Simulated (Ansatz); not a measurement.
Reaction (substitution at a C–Si bond): `NC([SiH3])[SiH2]Cl` + `[AsH3]` → `NC([SiH3])[AsH2]` + `[SiH3]Cl`

Calculated with Ansatz (gas phase, PBE0-D4/def2-TZVP geometries, no zero-point term in ΔE). CCSD(T)/CBS is the MP2 limit (def2-TZVPP, def2-QZVPP) plus CCSD(T) − MP2 in def2-TZVPP, frozen cores. This one scheme is used for every species. Functionals use def2-TZVPP. For As outer-core shells are correlated without core-valence functions, which leaves a few kJ/mol of doubt a bond. Scalar relativity is left out up to krypton. One conformer a species, not always the lowest.

```tsv
level	ΔE (eV)
r2SCAN-D4	0.36
PBE0-D4	0.35
ωB97M-V	0.35
r2SCAN	0.35
HF/def2-TZVPP	0.25
CCSD/def2-TZVPP	0.27
HF/CBS(def2)	0.25
MP2/CBS(def2)	0.26
```

**Question.** What does CCSD(T)/CBS give? (Estimate.)

**Answer.** Computed: +0.29 eV. The listed levels differ from it by 0.07, 0.06, 0.06, 0.06, -0.04, -0.02, -0.04, -0.03 eV.

Largest T1 diagnostic among the species: 0.011.

The D4 term adds +0.04 eV with B3LYP and +0.02 eV with PBE0; it sums over pairs of atoms, weighted by their polarisabilities, and B3LYP, whose exchange is more repulsive, gets the larger term.

B3LYP here is the variant with VWN-RPA as its local correlation; programs differ in this.
